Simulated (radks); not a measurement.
The nuclear charge of the zinc ion Zn+ is varied continuously with 29 electrons held in [Ar] 3d10 4s1. Calculated with a radial shooting solver on a logarithmic mesh with Libxc functionals: Dirac Kohn-Sham, PBEsol, spin-unpolarised, spherical densities, point nucleus. By the Hellmann-Feynman theorem dE/dZ = E(electron-nucleus)/Z, the electronic potential at the nucleus.

Z      E (hartree)  E(electron-nucleus)/Z (hartree)   HOMO  e(HOMO) (eV)  <r> HOMO (bohr)
29.5   -1723.10820                         -140.762  4s1/2        -8.926            2.614
29.75  -1758.50211                         -142.389  4s1/2       -11.368            2.495
30     -1794.30230                         -144.012  4s1/2       -13.984            2.390
30.25  -1830.50808                         -145.634  4s1/2       -16.765            2.298
30.5   -1867.11894                         -147.253  4s1/2       -19.703            2.214
30.75  -1904.13444                         -148.871  4s1/2       -22.793            2.139
31     -1941.55426                         -150.488  4s1/2       -26.030            2.070

The central difference of E at Z = 30 is -144.012 hartree, to compare with the third column; the second derivative is -6.49 hartree.
